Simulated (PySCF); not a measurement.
C3H7BO2.
Bonds: C1–B2, B2–O3, O3–C4, C4–C5, C5–O6, B2–O6. Hydrogens: H7, H8, H9 on C1; H10, H11 on C4; H12, H13 on C5.

The closed-shell ground state was solved at several levels (PySCF, density fitting, gas phase, non-relativistic). Geometry: PBE0-D3(BJ)/def2-SVP; no solvent, vibrations or thermal averaging.

| level | basis functions | HOMO (eV) | LUMO (eV) | gap (eV) | dipole (D) |
| --- | --- | --- | --- | --- | --- |
| PBE0/6-31+G* | 122 | -7.91 | 0.14 | 8.05 | 1.75 |
| PBE0/def2-TZVP | 228 | -7.88 | 0.84 | 8.72 | 1.56 |
| PBE0/def2-TZVPD | 291 | -7.90 | 0.09 | 7.99 | 1.55 |
| PBE0/def2-SVP | 119 | -7.81 | 1.54 | 9.35 | 1.72 |

(1) What might PBE0/aug-cc-pVDZ (201 basis functions) give for the same quantities?

(2) Over all these levels, which gives the widest orbital gap and which the narrowest?

(3) How much does the basis alone move the frontier levels among the 5 PBE0 rows (the withheld one included)?

(4) How far do the dipole and the HOMO energy spread over the levels?

## Answers

(1) HOMO -7.87 eV, LUMO -0.09 eV, gap 7.78 eV, dipole 1.57 D.

(2) PBE0/def2-SVP has the widest, 9.35 eV, and PBE0/aug-cc-pVDZ the narrowest, 7.78 eV. From the narrowest to the widest the HOMO moves by +0.06 eV and the LUMO by +1.63 eV.

(3) The HOMO by 0.10 eV and the LUMO by 1.63 eV. By rising basis size (HOMO, LUMO in eV): def2-SVP -7.81, 1.54; 6-31+G* -7.91, 0.14; aug-cc-pVDZ -7.87, -0.09; def2-TZVP -7.88, 0.84; def2-TZVPD -7.90, 0.09.

(4) The dipole runs from 1.55 to 1.75 D (mean 1.63 D) and the HOMO from -7.91 to -7.81 eV.
